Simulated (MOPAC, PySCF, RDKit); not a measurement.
Pair of molecules: PH3 (SMILES P) (first 4 atoms) with HI (SMILES I); geometry from B3LYP-D3(BJ)/def2-TZVP, rigid monomers moved along the line of their centres of mass till P1···H6 is 2.32 Å.
(charge 0, multiplicity 1):
```xyz
6

P     -0.45874     0.10216     0.23451
H      0.05375    -1.06701    -0.37814
H     -1.74795    -0.02484    -0.33713
H      0.02512     0.97796    -0.76738
I      0.05137     0.83283     4.08626
H     -0.15848     0.53247     2.49722
```

Counterpoise-corrected where a basis set is named; no monomer relaxation. Rows marked so take none. RDKit's UFF carries no charges.

Rows in STO-3G carry no dispersion term and start afresh at each structure; the Pople sets are all-electron and without relativity. The state that AM1, PM7 reach isn't checked; PM7 holds dispersion and hydrogen-bond terms.

Run with MOPAC for AM1, PM7 (differences of heats of formation); PySCF for STO-3G rows; RDKit for the force fields. 

### Question
One of these levels gives -128.6 meV for the interaction energy. Which?
A) HF/STO-3G (no counterpoise)
B) AM1
C) PM7
D) UFF

### Answer
B, AM1. The others give 473.0 (UFF), 66.4 (PM7), -69.7 (HF/STO-3G (no counterpoise))
